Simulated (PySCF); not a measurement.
## UHF on I⁻ (iodine, charge -1)

Configuration: [Xe], closed-shell 1S. Computed with PySCF 2.14 in aug-cc-pV5Z-PP with ECP28MDF, with scalar relativity through the core potential.

```
Total energy             : -294.746877 hartree
One-electron energy      : -520.9266 hartree
Hartree (Coulomb) energy : 247.3816 hartree
Exchange energy          : -21.2018 hartree
⟨S²⟩                     : 0.0000
⟨L²⟩                     : 0.000
Sum of ⟨r⟩               : 35.98 bohr
Sum of ⟨r²⟩              : 76.56 bohr²
```

```json
{"shell": "4s", "electrons": "2", "mean orbital energy (hartree)": "-7.45090", "rms radius, mean of both spins (bohr)": "0.796"}
{"shell": "4p", "electrons": "6", "mean orbital energy (hartree)": "-5.27627", "rms radius, mean of both spins (bohr)": "0.853"}
{"shell": "4d", "electrons": "10", "mean orbital energy (hartree)": "-2.00364", "rms radius, mean of both spins (bohr)": "0.999"}
{"shell": "5s", "electrons": "2", "mean orbital energy (hartree)": "-0.60772", "rms radius, mean of both spins (bohr)": "2.21"}
{"shell": "5p", "electrons": "6", "mean orbital energy (hartree)": "-0.12599", "rms radius, mean of both spins (bohr)": "2.92"}
```

Energies and moments cover only the electrons outside the core potential.
